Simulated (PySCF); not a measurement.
selenophene (C4H4Se), SMILES c1cc[se]c1.

The structure is a stationary point at r2SCAN-D4/def2-SVP.

Two levels are set side by side: TDDFT-PBE/def2-SVPD (PySCF) and TDDFT-LC-ωPBE/def2-SVPD (PySCF). Vertical, same geometry. The lowest singlet is HOMO→LUMO+1 100 % with PBE and HOMO→LUMO 92 % with the other functional; states are paired by order. Differences are taken from unrounded values.

| quantity | TDDFT-PBE |
|---|---|
| lowest singlet excitation (eV) | 5.13 |
| lowest triplet excitation (TDA) (eV) | 3.63 |
| first bright state (f over 0.05) (eV) | 5.22 |
| its oscillator strength | 0.09 |

### Question
These are the TDDFT-PBE values. What does TDDFT-LC-ωPBE give? (An estimate is asked for; the answer gives what the named calculation found.)

### Answer

```tsv
quantity	TDDFT-LC-ωPBE	TDDFT-PBE minus TDDFT-LC-ωPBE
lowest singlet excitation (eV)	5.55	-0.42
lowest triplet excitation (TDA) (eV)	3.48	0.16
first bright state (f over 0.05) (eV)	5.55	-0.33
its oscillator strength	0.13	-0.04
```

A lower first singlet is the usual sign of a functional without exact exchange. Differences between two approximate levels are no errors against the true value.

Rough cost on one machine, each run with all the roots and properties that it gave: TDDFT-LC-ωPBE against TDDFT-PBE about 10 times.
